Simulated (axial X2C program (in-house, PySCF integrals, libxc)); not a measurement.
## Nuclear properties of HfTe

Computed with an in-house all-electron X2C program for linear molecules (integrals from PySCF): two-component X2C with atomic mean-field Coulomb and Gaunt terms, Gaussian nuclei, basis Hf dyall-cv3z, Te dyall-cv3z with contracted cores.

R = 2.507 Å (near the PBE0 minimum at charge 0 of the determinant lowest at the starting distance; the state shown can have its own minimum elsewhere).

Input and command:
```json
{"zs": [72, 52], "q": 0, "bas": ["dyall-cv3z", "dyall-cv3z"], "r0": 2.56, "levels": ["PBE0", "HF", "B3LYP", "r2SCAN", "TPSSh"], "nst": 2}
```
```bash
python soeom.py task.json out
```

Keys: zs atomic numbers; q charge; bas basis sets; r0 starting distance in Å; levels methods; nst determinants followed.

Determinant lowest in the PBE0 search, Ω = 0 (closed shell), highest spinor 47% Hf s, 36% Hf d, 7% Hf p:

```json
{"level": "PBE0", "qzz Hf (a.u.)": "-6.27", "qzz Te (a.u.)": "-2.01", "μ (D)": "-4.11"}
{"level": "HF", "qzz Hf (a.u.)": "-7.03", "qzz Te (a.u.)": "-2.04", "μ (D)": "-5.61"}
{"level": "B3LYP", "qzz Hf (a.u.)": "-6.34", "qzz Te (a.u.)": "-1.91", "μ (D)": "-3.99"}
{"level": "r2SCAN", "qzz Hf (a.u.)": "-6.44", "qzz Te (a.u.)": "-1.82", "μ (D)": "-3.84"}
{"level": "TPSSh", "qzz Hf (a.u.)": "-6.24", "qzz Te (a.u.)": "-1.98", "μ (D)": "-3.99"}
```

Determinant 0.28 eV from it at PBE0 and this distance, Ω = 1 (⟨Sz⟩ = -0.99, ⟨Lz⟩ = 1.99 at PBE0), spin on the atoms Hf -1.05, Te 0.06:

| level | Eeff magnitude (GV/cm) | Ws magnitude Hf (kHz) | A∥/gI Hf (MHz) | qzz Hf (a.u.) | A∥/gI Te (MHz) | qzz Te (a.u.) | μ (D) |
| --- | --- | --- | --- | --- | --- | --- | --- |
| PBE0 | 31.4 | 25.7 | -2540 | -1.09 | -169 | -0.32 | -5.63 |
| HF | 41.1 | 35.2 | -2800 | -1.36 | -166 | -1.36 | -7.65 |
| B3LYP | 31.2 | 25.4 | -2420 | -1.06 | -154 | 0.13 | -5.24 |
| r2SCAN | 28.9 | 24 | -2780 | -1.17 | -137 | -0.22 | -5.61 |
| TPSSh | 28.8 | 23.4 | -2460 | -1.06 | -163 | -0.24 | -5.43 |

Eeff is the effective electric field on the electron electric dipole moment in this Ω state and Ws the scalar–pseudoscalar constant of the nucleus named (defined with the proton number Z and per Ω); A∥ (defined per Ω) follows by multiplying with gI = μI/(I μN); qzz is the electric field gradient, eQq0 = 234.96 MHz × Q/barn × qzz; μ is positive if the Te end (last atom) is positive. The operators were transformed with the bare-nucleus X2C matrices; with these basis sets, hyperfine constants and field gradients can be off by tens of per cent, and where levels differ in sign neither size nor sign is settled.

Q: With Q(177Hf) = 3.365 barn (Q from Pyykkö, Mol. Phys. 2018), turn the PBE0 values of the first state into constants in MHz.

A: eQq0(177Hf) = 234.96 × (3.365) × (-6.27) = -4960 MHz.

Each state is one determinant with collinear spin, which with several unpaired electrons need not be a pure state. Unrestricted Hartree–Fock can overshoot spin polarisation at the nuclei. With several open shells hyperfine constants can be off by a factor of several. Open-shell Ω = 0 determinants with evenly filled partner blocks cannot be reached by this program, so the Ω shown need not be the lowest component. At HF a later determinant lies lower. States lie within half an eV, so the first need not be the ground state. PBE0 term energies can be off by some tenths of an eV.
